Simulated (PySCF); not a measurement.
A side-by-side comparison of computed properties.

First species: 1-propanesulfonyl chloride, C₃H₇ClO₂S.
Cartesian coordinates in Å at the GFN2-xTB level; atoms count from 1:
```xyz
14
C3H7ClO2S angstrom
C      1.5209    0.6606    0.4313
C      0.7169    0.1033   -0.7371
C     -0.2698   -0.9508   -0.2951
S     -1.6888   -0.1698    0.5015
O     -2.6597   -1.1630    0.8293
O     -1.3160    0.7734    1.5042
Cl    -2.4668    0.9075   -1.0496
H      2.1103   -0.1251    0.8991
H      0.8592    1.0910    1.1764
H      2.2002    1.4335    0.0820
H      0.1687    0.9091   -1.2288
H      1.3975   -0.3308   -1.4745
H      0.1336   -1.6268    0.4539
H     -0.7068   -1.5124   -1.1146
```

Second species: C5H9N.
Structure used (GFN2-xTB), in Å, numbered top down from 1:
```
atom  x, y, z in Å
C1     1.9888    0.0381    0.2091
N2     0.6022   -0.3400    0.2238
C3    -0.2366    0.0985    1.2371
C4    -1.4998    0.2372    0.8454
C5    -1.6090   -0.0958   -0.6187
C6    -0.1324   -0.2224   -1.0314
H7     2.1394    1.0946   -0.0611
H8     2.4187   -0.1350    1.1945
H9     2.5193   -0.5803   -0.5165
H10    0.1690    0.2339    2.2244
H11   -2.3466    0.4784    1.4567
H12   -2.1403   -1.0416   -0.7578
H13   -2.1372    0.6699   -1.1894
H14    0.0593   -1.0983   -1.6561
H15    0.2007    0.6708   -1.5818
```

Levels: B3LYP/def2-SVPD for HOMO energy, LUMO energy, HOMO–LUMO gap and static isotropic polarisability; TDDFT B3LYP/def2-SVPD for lowest singlet excitation; TDA B3LYP/def2-SVPD for lowest triplet excitation (Tamm–Dancoff). Geometries: GFN2-xTB. Each species is one conformer at its optimised geometry, gas phase, non-relativistic unless stated. Electronic properties by PySCF.

The conformers computed, where there is a choice (atom-mapped SMILES and torsion angles):
- `[CH3:1][CH2:2][CH2:3][S:4](=[O:5])(=[O:6])[Cl:7]`: C1–C2–C3–S4 76°, C2–C3–S4–O5 176°

The conformers of `CN1C=CCC1` aren't listed.

```
                                property  column X  column Y
                             HOMO energy  -5.08 eV  -8.82 eV
                             LUMO energy   0.44 eV  -1.89 eV
                           HOMO–LUMO gap   5.52 eV   6.93 eV
               lowest singlet excitation   4.70 eV   5.69 eV
lowest triplet excitation (Tamm–Dancoff)   3.64 eV   5.11 eV
         static isotropic polarisability   68.2 au   77.8 au
```

Task: Which column belongs to which species?

Result: Column X is the second species and column Y the first. The first has 14 atoms and 74 electrons, the second 15 and 46.

Task: How does each property change from the first species to the second?

Result: HOMO energy +3.74 eV; LUMO energy +2.33 eV; HOMO–LUMO gap -1.41 eV; lowest singlet excitation -0.99 eV; lowest triplet excitation (Tamm–Dancoff) -1.47 eV; static isotropic polarisability -9.6 au.

On the first: The polarisability is 11.53 Å³ as a volume (1 au = 0.148185 Å³), or 1.05 au for each of the 74 electrons. S1 lies 1.24 eV below the HOMO–LUMO gap; its leading configuration is HOMO→LUMO, weight 0.95.

On the second: In wavenumbers S1 is 37900 cm⁻¹ (1 eV = 8065.54 cm⁻¹). S1 lies 0.82 eV below the HOMO–LUMO gap; its leading configuration is HOMO→LUMO, weight 0.88.
